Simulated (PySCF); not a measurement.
C3H8FIn (SMILES C[CH2][In]([CH3])[F]), singlet, geometry from GFN2-xTB (such geometries of metal compounds can be far from the true shape) (all electrons, no relativity); CASCI(4,3)/STO-3G in PySCF.

Input for PySCF:
```python
from pyscf import gto, scf, mcscf
import numpy

mol = gto.Mole()
mol.atom = '''
    In    0.119361    0.228828    0.211069
    F     0.573184   -1.637739    0.754467
    C     1.100140    1.592474    1.717774
    H     1.918302    2.127076    1.242917
    H     1.473985    0.936207    2.498180
    H     0.372685    2.293746    2.116379
    C    -1.181968    0.093213   -1.659592
    C    -1.258939   -1.342642   -2.132658
    H    -0.732013    0.749667   -2.404524
    H    -2.160961    0.485817   -1.383421
    H    -1.656011   -1.985814   -1.346335
    H    -0.269767   -1.714679   -2.402281
    H    -1.908962   -1.423197   -3.006654
'''
mol.basis = 'sto-3g'
mol.charge = 0
mol.spin = 0
mol.verbose = 4
mol.build()

mf = scf.RHF(mol)
mf.kernel()
mc = mcscf.CASCI(mf, 3, 4)
mc.fix_spin_(ss=0.0)
mc.kernel()
occ = numpy.linalg.eigvalsh(mc.fcisolver.make_rdm1(mc.ci, mc.ncas, mc.nelecas))[::-1]
ss = mc.fcisolver.spin_square(mc.ci, mc.ncas, mc.nelecas)[0]
print('natural occupations', occ.round(4), ' <S^2>', round(ss, 4))
```

It wrote (shortened):

```
PySCF version 2.14.0

[INPUT] verbose = 4
[INPUT] num. atoms = 13
[INPUT] num. electrons = 84
[INPUT] charge = 0
[INPUT] spin (= nelec alpha-beta = 2S) = 0
[INPUT] symmetry False subgroup None
[INPUT] Mole.unit = angstrom
[INPUT] Symbol           X                Y                Z      unit          X                Y                Z       unit  Magmom
[INPUT]  1 In     0.119361000000   0.228828000000   0.211069000000 AA    0.225559599954   0.432422249632   0.398862603386 Bohr   0.0
[INPUT]  2 F      0.573184000000  -1.637739000000   0.754467000000 AA    1.083160778983  -3.094878173519   1.425736000022 Bohr   0.0
[INPUT]  3 C      1.100140000000   1.592474000000   1.717774000000 AA    2.078963298679   3.009339720491   3.246122403899 Bohr   0.0
[INPUT]  4 H      1.918302000000   2.127076000000   1.242917000000 AA    3.625065404205   4.019591086135   2.348772725566 Bohr   0.0
[INPUT]  5 H      1.473985000000   0.936207000000   2.498180000000 AA    2.785427961717   1.769174825901   4.720876009866 Bohr   0.0
[INPUT]  6 H      0.372685000000   2.293746000000   2.116379000000 AA    0.704272580734   4.334551739317   3.999376685781 Bohr   0.0
[INPUT]  7 C     -1.181968000000   0.093213000000  -1.659592000000 AA   -2.233595808000   0.176147041249  -3.136174358519 Bohr   0.0
[INPUT]  8 C     -1.258939000000  -1.342642000000  -2.132658000000 AA   -2.379049917534  -2.537225663338  -4.030139537363 Bohr   0.0
[INPUT]  9 H     -0.732013000000   0.749667000000  -2.404524000000 AA   -1.383304089621   1.416665314624  -4.543891819944 Bohr   0.0
[INPUT] 10 H     -2.160961000000   0.485817000000  -1.383421000000 AA   -4.083624455866   0.918061076658  -2.614286804972 Bohr   0.0
[INPUT] 11 H     -1.656011000000  -1.985814000000  -1.346335000000 AA   -3.129407249267  -3.752644594327  -2.544204421916 Bohr   0.0
[INPUT] 12 H     -0.269767000000  -1.714679000000  -2.402281000000 AA   -0.509785747446  -3.240273701543  -4.539653164246 Bohr   0.0
[INPUT] 13 H     -1.908962000000  -1.423197000000  -3.006654000000 AA   -3.607415362202  -2.689452551303  -5.681752611328 Bohr   0.0

nuclear repulsion = 469.756681041966
number of shells = 31
number of NR pGTOs = 165
number of NR cGTOs = 55
basis = sto-3g
ecp = {}

******** <class 'pyscf.scf.hf.RHF'> ********
method = RHF
initial guess = minao
damping factor = 0
level_shift factor = 0
DIIS = <class 'pyscf.scf.diis.CDIIS'>
diis_start_cycle = 1
diis_space = 8
diis_damp = 0
SCF conv_tol = 1e-09
SCF conv_tol_grad = None
SCF max_cycles = 50
direct_scf = True
direct_scf_tol = 1e-13
Set gradient conv threshold to 3.16228e-05
Initial guess from minao.
init E= -5882.16291659019
  HOMO = -0.474644554936089  LUMO = -0.243714439594499  gap/eV = 6.28393
cycle= 1 E= -5897.61116026748  delta_E= -15.4  |g|= 0.518  |ddm|= 3.97
  HOMO = -0.0824879611904568  LUMO = 0.284281399958348  gap/eV = 9.98030
cycle= 2 E= -5897.77808232347  delta_E= -0.167  |g|= 0.158  |ddm|= 1.29
  HOMO = -0.246796662555404  LUMO = 0.244003911832115  gap/eV = 13.35536
cycle= 3 E= -5897.79021278571  delta_E= -0.0121  |g|= 0.044  |ddm|= 0.318
  HOMO = -0.267657402729864  LUMO = 0.228136177468783  gap/eV = 13.49123
cycle= 4 E= -5897.79178816958  delta_E= -0.00158  |g|= 0.0132  |ddm|= 0.119
  HOMO = -0.267936232362414  LUMO = 0.226755301054946  gap/eV = 13.46124
cycle= 5 E= -5897.79197973503  delta_E= -0.000192  |g|= 0.00374  |ddm|= 0.0463
  HOMO = -0.268517360434788  LUMO = 0.226886192416306  gap/eV = 13.48062
cycle= 6 E= -5897.79199904772  delta_E= -1.93e-05  |g|= 0.00136  |ddm|= 0.0143
  HOMO = -0.26831350147145  LUMO = 0.226794097112608  gap/eV = 13.47256
cycle= 7 E= -5897.79200155453  delta_E= -2.51e-06  |g|= 0.000256  |ddm|= 0.00628
  HOMO = -0.268296918467265  LUMO = 0.226821303287348  gap/eV = 13.47285
cycle= 8 E= -5897.79200162031  delta_E= -6.58e-08  |g|= 6.2e-05  |ddm|= 0.000875
  HOMO = -0.268286264590987  LUMO = 0.226830263898191  gap/eV = 13.47281
cycle= 9 E= -5897.79200162401  delta_E= -3.7e-09  |g|= 1.72e-05  |ddm|= 0.000212
  HOMO = -0.268286496853223  LUMO = 0.226831135153856  gap/eV = 13.47284
cycle= 10 E= -5897.7920016243  delta_E= -2.87e-10  |g|= 4.1e-06  |ddm|= 4.88e-05
  HOMO = -0.268287151285311  LUMO = 0.226831126348713  gap/eV = 13.47285
Extra cycle  E= -5897.79200162427  delta_E= 2.64e-11  |g|= 1.76e-06  |ddm|= 9.42e-06
converged SCF energy = -5897.79200162427

******** <class 'pyscf.mcscf.casci.CASCI'> ********
CAS (2e+2e, 3o), ncore = 40, nvir = 12
natorb = False
canonicalization = True
sorting_mo_energy = False
******** <class 'pyscf.fci.addons.SpinPenaltyFCISolver'> ********
max. cycles = 200
conv_tol = 1e-08
davidson only = True
linear dependence = 1e-12
level shift = 0.001
max iter space = 12
nroots = 1
pspace_size = 400
spin = None
Density matrix diagonal elements [1.99976951e+00 1.99983130e+00 3.99190202e-04]
CASCI converged
CASCI E = -5897.79215184375  E(CI) = -2.86236071819894  S^2 = 0.0000000
natural occupations [1.9999e+00 1.9997e+00 4.0000e-04]  <S^2> 0.0
```
